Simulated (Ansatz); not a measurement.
Cost and result for the atomization energy of BBr$_{2}$H$_{2}$N, SMILES `NB(Br)Br` (6 atoms, 5 bonds).

The species carries charge 0 and has multiplicity 1. Correlated methods include outer-core shells of Br, which these sets cover unevenly. Scalar relativity is left out up to krypton. All single points use the PBE0-D4/def2-TZVP geometry. It is one conformer, not always the lowest. Program: Ansatz. All runs use 4 threads of an Intel Xeon Platinum 8259CL on a shared host. Times are those of one run each, without the atoms' runs, and a repeat can differ threefold. Electronic energies, without spin–orbit coupling; frozen cores. CCSD(T)/CBS adds CCSD(T) − MP2 in def2-TZVPP to the MP2 limit, and its time is that of the two runs behind it. T1 = 0.009. With those shells the extrapolation isn't a true limit. B3LYP takes the VWN-RPA correlation (the form of Gaussian; ORCA's B3LYP/G). HSE06 is the plane-wave form, built on full-range PBE exchange.

CCSD(T)/CBS is a level of theory with its own doubt, some kJ/mol a heavy atom from the limit and from the frozen cores, so smaller differences don't rank the functionals.

| level | functions | atomization (kJ/mol) | difference from CCSD(T)/CBS | per bond |
| --- | --- | --- | --- | --- |
| r2SCANh-D4/def2-TZVPP | 186 | 2084.1 | -1.9 | -0.4 |
| ωB97X-V/def2-TZVPP | 186 | 2083.5 | -2.5 | -0.5 |
| PBE-QIDH/def2-TZVPP | 186 | 2083.2 | -2.8 | -0.5 |
| r2SCAN-D4/def2-TZVPP (with forces) | 186 | 2100.6 | 14.6 | 2.9 |
| BHLYP-D4/def2-TZVPP | 186 | 2011.1 | -74.9 | -15.0 |
| HSE06-D4/def2-TZVPP | 186 | 2105.8 | 19.8 | 4.0 |
| CAM-B3LYP-D4/def2-TZVPP | 186 | 2081.8 | -4.2 | -0.8 |
| CCSD(T)/def2-TZVPP | 186 | 2014.2 | -71.8 | -14.4 |
| CCSD(T)/CBS(def2) | – | 2086.0 | 0.0 | 0.0 |
| MP2/def2-QZVPP | 352 | 2128.2 | 42.2 | 8.5 |
| B3LYP-D4/def2-TZVPP (with forces) | 186 | 2078.7 | -7.3 | -1.4 |
| CCSD(T)/def2-SVP | 102 | 1951.1 | -134.9 | -27.0 |
| BLYP-D4/def2-TZVPP | 186 | 2082.0 | -4.0 | -0.8 |

**Question.** Order the runs by time, with rough figures. (An estimate is asked.)

**Answer.** Computed: BLYP-D4/def2-TZVPP 1.6 s; r2SCAN-D4/def2-TZVPP (with forces) 3.6 s; BHLYP-D4/def2-TZVPP 3.6 s; HSE06-D4/def2-TZVPP 3.9 s; CAM-B3LYP-D4/def2-TZVPP 4.3 s; r2SCANh-D4/def2-TZVPP 4.8 s; B3LYP-D4/def2-TZVPP (with forces) 4.9 s; PBE-QIDH/def2-TZVPP 6.5 s; CCSD(T)/def2-SVP 7.5 s; ωB97X-V/def2-TZVPP 8 s; MP2/def2-QZVPP 19 s; CCSD(T)/def2-TZVPP 64 s; CCSD(T)/CBS(def2) 83 s.

From r2SCAN to r2SCAN0 (25 % exact exchange), in def2-TZVPP and without D4, the atomization energy moves by −41.0 kJ/mol: exact exchange takes away binding that semilocal exchange gives to molecules. At CCSD(T), def2-SVP lies −134.8 kJ/mol from the extrapolated value and def2-TZVPP −71.8 kJ/mol: correlation converges slowly with the basis, and small sets miss more of it in the bonded molecule than in its fragments. The D4 term adds +25.7 kJ/mol with B3LYP and +13.1 kJ/mol with PBE0; it sums over pairs of atoms, weighted by their polarisabilities, and B3LYP, whose exchange is more repulsive, gets the larger term.
